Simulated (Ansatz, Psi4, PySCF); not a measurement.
CHO$_{2}$ (SMILES O=[C]O), doublet, at a GFN2-xTB geometry. Base run: HF/def2-SVP (PySCF).

Geometry (Å):
```xyz
4

O     -1.0330    -0.3941    -0.0017
C     -0.0271     0.4105    -0.0128
O      1.1565     0.2560     0.0075
H     -0.8254    -1.3576     0.0304
```
Charge 0, spin multiplicity 2.
Orbitals are unrestricted.
All else is at PySCF's defaults.

The same geometry, method and basis name were run in Ansatz (a program for electronic structure) and Psi4 and PySCF, at each program's defaults and at the settings that a row names. The base is PySCF at its defaults. Differences at the defaults can come from grids, fitting, cores and function types together.

```json
[
 {"code and settings": "PySCF, defaults (exact integrals, spherical functions)", "ΔE vs base (mEh)": "0.000", "basis functions": "47", "E (Eh)": "-187.98064", "SCF cycles": "16", "dipole (D)": "2.61"},
 {"code and settings": "Psi4, defaults (density fitting with its default set, spherical functions)", "ΔE vs base (mEh)": "0.204", "basis functions": "47", "E (Eh)": "-187.98044", "SCF cycles": "12", "dipole (D)": "2.61"},
 {"code and settings": "Ansatz, defaults (factorised integrals, spherical functions)", "ΔE vs base (mEh)": "0.003", "basis functions": "47", "E (Eh)": "-187.98064", "SCF cycles": "-", "dipole (D)": "-"},
 {"code and settings": "PySCF, density fitting with def2-universal-jkfit", "ΔE vs base (mEh)": "0.204", "basis functions": "47", "E (Eh)": "-187.98044", "SCF cycles": "16", "dipole (D)": "2.61"},
 {"code and settings": "Psi4, exact integrals, spherical functions", "ΔE vs base (mEh)": "0.000", "basis functions": "47", "E (Eh)": "-187.98064", "SCF cycles": "18", "dipole (D)": "2.61"},
 {"code and settings": "Ansatz, high accuracy", "ΔE vs base (mEh)": "0.000", "basis functions": "47", "E (Eh)": "-187.98064", "SCF cycles": "-", "dipole (D)": "-"}
]
```

Open shells are given as the SCF converged; they aren't shown to be the lowest states, and a large step between rows can be another state.
